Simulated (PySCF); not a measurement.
## Substituent effects on chemical shifts

Parent skeleton `[CH2-:1][C:2]#[N:3]`; one hydrogen on atom 1 is replaced by X. Hydrogens on one atom are averaged.

Level of theory: NMR shieldings at PBE0/pcSseg-1/GIAO, geometry from GFN2-xTB, in PySCF 2.14 (in vacuum, relativity neglected, one computed conformer).

δ = σ(ref) − σ, references computed at the same level: TMS for ¹³C (186.93 ppm) and ¹H (31.72 ppm); ¹⁵N (267.73 ppm) against NH3.

Parent (X = H): C1 -16.3, C2 146.4, N3 274.4, H(C1) -0.72 ppm. Effects are Δδ = δ(X) − δ(H), positive for deshielding.

Question: Order these by the shift of C2, most shielded first.
A. X = tBu
B. X = 4-pyridyl
C. X = N=CH2

Answer: B (-12.3 ppm), C (-7.2 ppm), A (-2.5 ppm).

Question: Order these by the shift of H(C1), most shielded first.
A. X = tBu
B. X = 4-pyridyl
C. X = SCH3
D. X = N=CH2

Answer: A (+0.93 ppm), C (+2.13 ppm), B (+3.44 ppm), D (+5.54 ppm).

Question: Order these by the shift of N3, most shielded first.
A. X = 4-pyridyl
B. X = SCH3
C. X = tBu
D. X = N=CH2

Answer: B (+3.2 ppm), D (+16.5 ppm), C (+19.9 ppm), A (+24.1 ppm).

Experimental scales use liquid or dissolved standards, which lie at an offset from isolated NH3 (liquid NH3: subtract about 20 ppm). Unscaled 15N shifts of sp2 nitrogen come out 20 to 40 ppm too high even then.
